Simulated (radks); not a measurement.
Valence configurations of Ce I (all share [Xe]). Method: scalar-relativistic Kohn-Sham, SCAN, spin-polarised, spherical densities, finite nucleus; open shells are filled with parallel spins first (spin-orbit coupling, left out, can overturn this in heavy ions); meta-GGA in the generalised Kohn-Sham scheme; Fermi nuclear charge, rms radius 4.8771 fm; computed with a radial shooting solver on a logarithmic mesh with Libxc functionals. Energies are relative to 4f1 5d1 6s2; eigenvalues in eV for spin up.

valence	E (eV)	moment (Bohr magnetons)	e(4f)	e(5d)	e(6p)	e(6s)
4f1 5d2 6s1	-0.348	4	-3.570	-2.549	-	-3.904
4f1 5d1 6s2	0.000	2	-5.476	-3.458	-	-4.011
4f1 5d1 6s1.5 6p0.5	0.925	3	-5.999	-3.931	-1.846	-4.578
4f1 5d0.5 6s2 6p0.5	1.106	2	-6.960	-4.292	-1.936	-4.627
4f1 5d1 6s1 6p1	1.413	4	-6.346	-4.270	-2.162	-5.001
4f0.5 5d1.5 6s2	1.549	2	-8.169	-4.072	-	-4.275
4f0.5 5d1 6s1.5 6p1	3.940	3	-10.212	-5.428	-2.383	-5.419
4f3 5d1	4.179	4	-0.279	-2.879	-	-
5d2 6s2	4.180	2	-	-4.685	-	-4.513
5d1 6s2 6p1	7.887	2	-	-6.644	-2.519	-5.698

NIST lists [Xe] 4f1 5d1 6s2 as the ground configuration; this level of theory puts 4f1 5d2 6s1 lower, by 0.348 eV. The energies are those of spherical high-spin densities, not of single terms.
